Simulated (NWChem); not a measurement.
System meant: CH$_{4}$N$_{2}$S cation, doublet; SMILES of the neutral closed-shell parent NC(N)=S

NWChem input:

```
start job
memory heap 200 mb stack 900 mb global 1100 mb
charge 1
geometry units angstroms noautoz
  N      0.007656     1.168968    -1.033123
  C     -0.000003    -0.000000    -0.386585
  N     -0.007659    -1.168970    -1.033125
  S      0.000013     0.000008     1.352256
  H      0.238053     1.237978    -2.030509
  H     -0.184230     2.040423    -0.530775
  H     -0.238037    -1.237977    -2.030519
  H      0.184207    -2.040430    -0.530775
end
basis spherical
  * library def2-svp
end
dft
  odft
  mult 2
  xc xpbe96 cpbe96
  iterations 4
  mulliken
end
task dft energy
```

End of the output:

```
     --------------------------
     Expectation value of S2:
     --------------------------
      <S2> =      0.7527 (Exact =     0.7500)

 center of mass
 --------------
 x =   0.00000000 y =   0.00000000 z =   0.12459377

 moments of inertia (a.u.)
 ------------------
         530.349076478832           0.000000001353          -0.000000000000
           0.000000001353         353.341741864392           0.000000000000
          -0.000000000000           0.000000000000         178.322279241197

     Multipole analysis of the density
     ---------------------------------

     L   x y z        total         alpha         beta         nuclear
     -   - - -        -----         -----         ----         -------
     0   0 0 0      1.000000    -20.000000    -19.000000     40.000000

     1   1 0 0      0.000000      0.000000     -0.000000      0.000000
     1   0 1 0     -0.000000     -0.000000     -0.000000      0.000000
     1   0 0 1     -1.485350     -1.849538      0.364188     -0.000000

     2   2 0 0    -22.553932    -12.394490    -10.810263      0.650821
     2   1 1 0      0.388018     -0.088705      0.799335     -0.322612
     2   1 0 1      0.000000      0.000000     -0.000000      0.000000
     2   0 2 0    -11.982576    -61.641978    -59.338311    108.997713
     2   0 1 1     -0.000000     -0.000000     -0.000000      0.000000
     2   0 0 2    -12.233366   -105.943112    -98.787265    192.497010

 ------------------------------------------------------------------------
 dft energy failed                                                                                  0
 ------------------------------------------------------------------------
 ------------------------------------------------------------------------
  current input line :
    24: task dft energy
 ------------------------------------------------------------------------
 ------------------------------------------------------------------------
 This type of error is most commonly associated with calculations not reaching convergence criteria
 ------------------------------------------------------------------------
 For more information see the NWChem manual at https://nwchemgit.github.io

0:dft energy failed:Received an Error in Communication
```

Q: What is wrong, and how is it mended?

A: The run did not converge; its last values are not results. Cause: the SCF was allowed too few iterations. This input runs:
```
start job
memory heap 200 mb stack 900 mb global 1100 mb
charge 1
geometry units angstroms noautoz
  N      0.007656     1.168968    -1.033123
  C     -0.000003    -0.000000    -0.386585
  N     -0.007659    -1.168970    -1.033125
  S      0.000013     0.000008     1.352256
  H      0.238053     1.237978    -2.030509
  H     -0.184230     2.040423    -0.530775
  H     -0.238037    -1.237977    -2.030519
  H      0.184207    -2.040430    -0.530775
end
basis spherical
  N library def2-svp
  C library def2-svp
  S library def2-svp
  H library def2-svp
end
dft
  odft
  mult 2
  xc xpbe96 cpbe96
  iterations 150
  mulliken
end
task dft energy
```
It converges to -547.35186 Ha (PBE/def2-SVP, spin-unrestricted).
